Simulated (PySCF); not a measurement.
B(AsH2)2(H) (As2BH5), SMILES [AsH2]B[AsH2].

Coordinates come from a B3LYP-D3(BJ)/def2-SVP optimisation. This is a generated structure with no PubChem entry under its InChIKey; it may be hypothetical.

Two levels are set side by side: TDA-PBE/def2-SVPD (PySCF) and TDA-LC-ωPBE/def2-SVPD (PySCF). Vertical, same geometry. The lowest singlet is HOMO→LUMO 94 % with PBE and HOMO→LUMO 87 % with the other functional; states are paired by order. Differences are taken from unrounded values.

| quantity | TDA-LC-ωPBE |
|---|---|
| lowest singlet excitation (eV) | 4.50 |
| lowest triplet excitation (TDA) (eV) | 3.48 |
| first bright state (f over 0.05) (eV) | 5.07 |
| its oscillator strength | 0.18 |

Problem. What does TDA-PBE give, and how far is it from TDA-LC-ωPBE? (An estimate is asked for; the answer gives what the named calculation found.)

Solution. 
| quantity | TDA-PBE | TDA-PBE minus TDA-LC-ωPBE |
|---|---|---|
| lowest singlet excitation (eV) | 4.04 | -0.46 |
| lowest triplet excitation (TDA) (eV) | 2.99 | -0.49 |
| first bright state (f over 0.05) (eV) | 4.23 | -0.83 |
| its oscillator strength | 0.18 | 0.00 |

Functionals without exact exchange tend to place singlet excitations lower, as here. Differences between two approximate levels are no errors against the true value.

Rough cost on one machine, each run with all the roots and properties that it gave: TDA-LC-ωPBE against TDA-PBE within a factor of 2.
